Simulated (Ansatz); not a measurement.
Consider the ligand exchange at a Ga–N bond: `CC(C)[NH][Ga]([Cl])[Cl]` + `O[SiH3]` → `[SiH3][O][Ga]([Cl])[Cl]` + `CC(C)N`.

Computed with Ansatz on PBE0-D4/def2-TZVP structures; ΔE is electronic, products minus reactants. CBS: MP2 limit from def2 TZ/QZ plus the TZ coupled-cluster correction, frozen cores. Functionals use def2-TZVPP. HSE06 is defined as in plane-wave codes. For Ga outer-core shells are correlated without core-valence functions, which leaves a few kJ/mol of doubt a bond. Scalar relativity is left out up to krypton. One conformer a species, not always the lowest.

`CC(C)[NH][Ga]([Cl])[Cl]`:

Cartesian coordinates in Å:
```
C 0.779 -0.412 1.486
C 0.372 0.196 0.152
C 1.489 0.078 -0.875
N -0.856 -0.405 -0.342
Ga -2.419 0.419 -0.639
Cl -2.612 2.504 -0.262
Cl -4.103 -0.656 -1.367
H -0.015 -0.292 2.225
H 0.980 -1.482 1.374
H 1.687 0.059 1.872
H 0.164 1.259 0.310
H 1.199 0.547 -1.817
H 2.404 0.555 -0.517
H 1.716 -0.974 -1.075
H -0.786 -1.395 -0.527
```

`O[SiH3]`:

Cartesian coordinates in Å:
```
O 0.148 0.678 1.077
Si 0.118 -0.154 -0.344
H -0.648 0.683 1.610
H -0.162 -1.600 -0.129
H 1.462 0.014 -0.942
H -0.918 0.379 -1.272
```

`[SiH3][O][Ga]([Cl])[Cl]`:

```xyz
8

Si   -0.880   -0.875    0.764
O     0.541   -0.376    0.112
Ga    1.166    0.935   -0.869
Cl   -0.119    2.475   -1.545
Cl    3.217    0.943   -1.360
H    -2.028   -0.144    0.162
H    -0.863   -0.630    2.229
H    -1.033   -2.329    0.506
```

`CC(C)N`:

Z-matrix (Å, degrees):
```
C
C 1 1.517
H 1 1.094 2 111.2
H 1 1.093 2 110.1 3 119.6
H 1 1.092 2 111.0 3 -119.9
C 2 1.517 1 111.4 3 179.9
N 2 1.458 1 108.8 3 -60.1
H 2 1.104 1 107.8 3 61.7
H 6 1.094 2 111.2 1 -179.8
H 6 1.092 2 111.0 1 -59.9
H 6 1.093 2 110.1 1 60.5
H 7 1.013 2 110.6 1 60.0
H 7 1.013 2 110.6 1 178.4
```

CCSD(T)/CBS gives -0.16 eV.

Problem. Another level gave -0.20 eV. Which?
A. B97M-V/def2-TZVPP
B. HSE06/def2-TZVPP
C. LDA (SPW92)/def2-TZVPP
D. revPBE-D4/def2-TZVPP

Solution. B. HSE06 -0.20, revPBE-D4 -0.14, B97M-V -0.26, LDA (SPW92) -0.09 eV.

Largest T1 diagnostic among the species: 0.012.

The D4 term adds +0.05 eV with B3LYP and +0.03 eV with PBE0; it sums over pairs of atoms, weighted by their polarisabilities, and B3LYP, whose exchange is more repulsive, gets the larger term. In def2-TZVPP, CCSD(T) changes the Hartree–Fock value by +0.17 eV (the triples alone add +0.02 eV) and MP2 by +0.20 eV.

B3LYP here is the variant with VWN-RPA as its local correlation; programs differ in this.
